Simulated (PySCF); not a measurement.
Electronic structure of N (nitrogen, neutral) at the UHF level

Configuration: [He] 2s2 2p3, high-spin 4S determinant. All numbers are calculated (PySCF 2.14, scalar relativity by spin-free X2C-1e, in aug-cc-pVDZ-DK).

```
Total energy                        : -54.422331 hartree
One-electron energy                 : -73.9526 hartree
Hartree (Coulomb) energy            : 26.1346 hartree
Exchange energy                     : -6.6043 hartree
⟨S²⟩                                : 3.7570
⟨L²⟩                                : 0.000
Sum of ⟨r⟩                          : 7.368 bohr
Sum of ⟨r²⟩                         : 12.16 bohr²
Langevin diamagnetic susceptibility : -9.63 ×10⁻⁶ cm³/mol
Time after the integrals            : 0.04 s of wall time on 1 thread of Intel(R) Xeon(R) Platinum 8375C CPU @ 2.90GHz (shared host)
```

```
shell  electrons  mean orbital energy (hartree)  rms radius, mean of both spins (bohr)
 1s α          1                      -15.68781                                  0.265
 1s β          1                      -15.59588                                  0.265
 2s α          1                       -1.16608                                   1.48
 2s β          1                       -0.73150                                   1.48
 2p α          3                       -0.57026                                   1.59
```
